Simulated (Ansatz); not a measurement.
A run on CH$_{8}$GaNSi (`C[SiH2][GaH][NH2]`) with other settings.

```yaml
crystal:
  periodic: [false, false, false]
  atoms:
    - {symbol: C, position_ang: [-0.090740, 2.201822, -0.183333]}
    - {symbol: Si, position_ang: [-0.706781, 0.639959, 0.686660]}
    - {symbol: Ga, position_ang: [1.195876, -1.375623, 0.192367]}
    - {symbol: N, position_ang: [0.360203, -2.958058, -0.736427]}
    - {symbol: H, position_ang: [-0.759142, 2.992595, -0.059780]}
    - {symbol: H, position_ang: [0.008350, 2.197938, -1.262306]}
    - {symbol: H, position_ang: [0.926480, 2.494227, 0.047699]}
    - {symbol: H, position_ang: [-0.726272, 0.961311, 1.880745]}
    - {symbol: H, position_ang: [-1.780279, 0.152322, -0.053748]}
    - {symbol: H, position_ang: [2.488788, -1.451435, 0.304510]}
    - {symbol: H, position_ang: [-0.567662, -2.892662, -0.591158]}
    - {symbol: H, position_ang: [0.861135, -3.282269, -0.369985]}
basis:
  gaussian: {orbitals: ANO-RCC-VTZP, fitting: {mean_field: cc-pVTZ-jkfit}}
hamiltonian: {xc: {name: wPBEh}}
scf: {lower_state_search: light}
output: {forces: true}
```

```sh
$ ansatz run in.yaml --threads 4 --pin off --events-out ev --progress --plain --max-ram 10444MiB
```

Output, abridged:

```
Functional definition: wPBEh
726 factors; integrals over basis functions are off by at most 4.4e-1 eV
726 factors; integrals over basis functions are off by at most 1.4e-6 eV
mean field evaluation 1: about -63411.2759 eV, gradient 9.9e1 eV
mean field evaluation 2: about -63338.1501 eV, gradient 1.7e2 eV
mean field evaluation 4: about -63429.6474 eV, gradient 1.8e1 eV
mean field evaluation 8: about -63430.3998 eV, gradient 2.4e-1 eV
mean field evaluation 16: about -63430.4000 eV, gradient 3.3e-5 eV
mean field -63430.39997919 eV, -2331.0242045658 hartree, gradient 3.3e-5 eV, S^2 0.000000; 0 other end points of the search recorded, 0 dependent functions left out
reference -63430.40005794 eV, -2331.0242074600 hartree; 33, 33 occupied and 216, 216 virtual orbitals, 726 factors
Total energy: -63430.40005794 eV, -2331.0242074600 hartree
Relativity: scalar
Atom 0 at    -0.090740     2.201822    -0.183333 Å, force     1.115957    -1.000725    -1.007841 eV/Å
Atom 1 at    -0.706781     0.639959     0.686660 Å, force     4.191805    -2.104809    -7.642284 eV/Å
Atom 2 at     1.195876    -1.375623     0.192367 Å, force    -8.637203     1.205181    -1.418761 eV/Å
Atom 3 at     0.360203    -2.958058    -0.736427 Å, force   -24.617544    23.155495   -21.426367 eV/Å
Atom 4 at    -0.759142     2.992595    -0.059780 Å, force    -1.047936     1.576528     0.785727 eV/Å
Atom 5 at     0.008350     2.197938    -1.262306 Å, force    -0.333262    -0.805076    -0.522809 eV/Å
Atom 6 at     0.926480     2.494227     0.047699 Å, force     0.090492     0.184097     0.853779 eV/Å
Atom 7 at    -0.726272     0.961311     1.880745 Å, force    -0.794050     1.630818     7.687495 eV/Å
Atom 8 at    -1.780279     0.152322    -0.053748 Å, force    -1.970534    -0.668002    -0.502028 eV/Å
Atom 9 at     2.488788    -1.451435     0.304510 Å, force     6.378578    -0.478300     0.688659 eV/Å
Atom 10 at    -0.567662    -2.892662    -0.591158 Å, force    -3.134301    -0.667538     0.892890 eV/Å
Atom 11 at     0.861135    -3.282269    -0.369985 Å, force    28.757998   -22.027669    21.611539 eV/Å
Dipole moment:     0.003268     0.260121     0.345993 e Å
```

Run time 10 s (4 threads of an Arm Neoverse V1 on a shared host); peak host memory 0.97 GiB.
